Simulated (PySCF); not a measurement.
**Electron correlation in Si²⁺ (silicon, charge +2)**

[Ne] 3s2, closed-shell 1S. Computed with PySCF 2.14 in aug-cc-pV(T+d)Z with one added diffuse shell each of s, p, d, f type (7s6p5d3f, 71 functions), with the non-relativistic Hamiltonian (point nucleus). Frozen: [Ne]; 2 electrons correlated.

With two correlated electrons CCSD is exact within the correlated space (frozen core and kept virtual orbitals).

| level | correlation energy (mhartree) |
| --- | --- |
| CCSD | -44.69 |

Diagnostics: T1 = 0.0058, D1 = 0.0082, largest double amplitude 0.116.

Cost of the coupled-cluster step: of the order of 1.2 core-seconds, for 2 correlated electrons.
